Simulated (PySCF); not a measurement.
# Gas-phase XPS of `S=[P@]12CC[C@H](CC1)C2`, computed

Compound: C6H11PS.
Numbering: `[S:1]=[P@:2]12[CH2:3][CH2:4][C@H:5]([CH2:6][CH2:7]1)[CH2:8]2`

The calculation used PySCF 2.14.0, delta-SCF UKS SCAN, pcX-2 on the ionised atom, pcseg-1 elsewhere, spin-free X2C. Binding energies are ΔSCF values: E(core-ionised, relaxed orbitals) − E(ground state) at a fixed geometry, referred to the vacuum level.

Task: List the computed XPS lines with their assignment.

Result: 
| atom(s) | environment | level | binding energy (eV) | 2p1/2 (eV) | above the level's lowest (eV) | count |
| --- | --- | --- | --- | --- | --- | --- |
| P2 | phosphorus bonded to 3 C and S | P 2p3/2 | 137.32 | 138.21 | 0.00 | 1 |
| C8 | sp3 carbon bound to phosphorus | C 1s | 290.52 | – | 0.00 | 1 |
| C3/C7 | sp3 carbon bound to phosphorus | C 1s | 290.58 | – | +0.06 | 2 |
| C4/C6 | ring CH2 carbon | C 1s | 290.94 | – | +0.42 | 2 |
| C5 | sp3 carbon at a ring junction | C 1s | 290.99 | – | +0.47 | 1 |
| P2 | phosphorus bonded to 3 C and S | P 1s | 2151.16 | – | 0.00 | 1 |
| S1 | sulfur bonded to P | S 1s | 2475.04 | – | 0.00 | 1 |

The listed C 1s values span 0.47 eV, from C8 (bonded to C, 2 H and P) to C5 (bonded to 3 C and H). The widest gap between neighbouring values is 0.36 eV, between 290.58 and 290.94 eV.

Task: Which effective nuclear charge Zeff reproduces each element's mean 1s value in the hydrogen-like formula E = 13.606 eV × Zeff²?

Result: C (Z = 6): mean 290.8 eV, Zeff = 4.62, Z − Zeff = 1.38; P (Z = 15): mean 2151.2 eV, Zeff = 12.57, Z − Zeff = 2.43; S (Z = 16): mean 2475.0 eV, Zeff = 13.49, Z − Zeff = 2.51. Means run over the listed sites, weighted by atom count.

Atoms equivalent by their bonding share one computed value, that of the first of them. Not every level is listed. 2p3/2 and 2p1/2 are the ΔSCF energy of one spin-free 2p hole plus the eigenvalues of a spin–orbit and ligand-field matrix of the shell. 2p1/2 minus 2p3/2 (ligand field included): P 0.89 eV. Geometry: PBE0-D3(BJ)/def2-SVP; no solvent, vibrations or thermal averaging.
